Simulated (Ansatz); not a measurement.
CH₄BBrOSi, SMILES `B[SiH](Br)C=O` at its PBE0-D4/def2-TZVP geometry, where that method's forces vanish. The species carries charge 0 and has multiplicity 1.

```
atom    x (Å)    y (Å)    z (Å)
  B1  -0.1506  -0.0196   1.7078
 Si2  -0.6132   0.1265  -0.2338
 Br3  -1.9992  -1.4551  -0.9757
  C4   0.9973   0.0056  -1.3082
  O5   1.8895   0.7946  -1.1563
  H6  -0.6898  -0.7921   2.4383
  H7   0.7058   0.6940   2.1360
  H8  -1.2146   1.4521  -0.5391
  H9   1.0748  -0.8060  -2.0692
```

Q: For each bond, give half the difference of the two atoms' forces along it (eV/Å; positive pushes the atoms apart) under PBE-D4, r2SCAN-D4, B3LYP-D4, ωB97M-V in def2-TZVPP. (An estimate is asked.)

A: The calculation gave: 
```json
{"bond": "B1–Si2", "length (Å)": "2.001", "PBE-D4": "-0.24", "r2SCAN-D4": "-0.08", "B3LYP-D4": "0.04", "ωB97M-V": "0.10"}
{"bond": "B1–H6", "length (Å)": "1.192", "PBE-D4": "0.12", "r2SCAN-D4": "0.00", "B3LYP-D4": "-0.10", "ωB97M-V": "-0.12"}
{"bond": "B1–H7", "length (Å)": "1.194", "PBE-D4": "0.10", "r2SCAN-D4": "-0.02", "B3LYP-D4": "-0.11", "ωB97M-V": "-0.12"}
{"bond": "Si2–Br3", "length (Å)": "2.230", "PBE-D4": "0.15", "r2SCAN-D4": "0.05", "B3LYP-D4": "0.23", "ωB97M-V": "0.07"}
{"bond": "Si2–C4", "length (Å)": "1.940", "PBE-D4": "-0.04", "r2SCAN-D4": "0.01", "B3LYP-D4": "-0.04", "ωB97M-V": "-0.14"}
{"bond": "Si2–H8", "length (Å)": "1.487", "PBE-D4": "0.15", "r2SCAN-D4": "0.00", "B3LYP-D4": "-0.13", "ωB97M-V": "-0.18"}
{"bond": "C4–O5", "length (Å)": "1.201", "PBE-D4": "0.82", "r2SCAN-D4": "0.31", "B3LYP-D4": "0.31", "ωB97M-V": "0.33"}
{"bond": "C4–H9", "length (Å)": "1.115", "PBE-D4": "-0.02", "r2SCAN-D4": "-0.03", "B3LYP-D4": "-0.13", "ωB97M-V": "-0.16"}
```

B3LYP here is the variant with VWN-RPA as its local correlation; programs differ in this.

Program: Ansatz 0.2.0.
